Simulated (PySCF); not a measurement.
O3W, charge -1, multiplicity 2. Atoms are numbered in the order given.

```xyz
4

W      0.0000     0.0000     0.0000
O      1.7764     0.0000     0.0000
O     -0.8882    -1.5384     0.0000
O     -0.8882     1.5384     0.0000
```
Charge -1, spin multiplicity 2.

The structure is a stationary point at r2SCAN-D4/def2-SVPD. The geometry has at least one imaginary mode, so it is a saddle point at that level. The multiplicity is an assumed one; other spin states were not compared. The isomer is the one that the SMILES or the coordinates give; other isomers of the formula were not compared. The def2 effective core potentials stand for the cores of W; spin–orbit coupling is left out.

All values below come from PySCF with PBE/def2-TZVPD.

The molecule is in vacuum.

**Question.** Estimate the frontier levels, dipole moment and polarisability. (The exact figures need the calculation; the answer reports its results.)

**Answer.** 
```
Quantity                                                            Value
------------------------------------------------  -----------------------
α spin, highest occupied and lowest empty level         -0.96 and 2.67 eV
β spin, highest occupied and lowest empty level         -1.71 and 0.71 eV
dipole moment about the centre of nuclear charge                   0.00 D
mean static polarisability                           64.6 bohr³ (9.57 Å³)
polarisability, principal values                   58.9, 67.5, 67.5 bohr³
⟨S²⟩                                              0.759 (pure state 0.75)
```
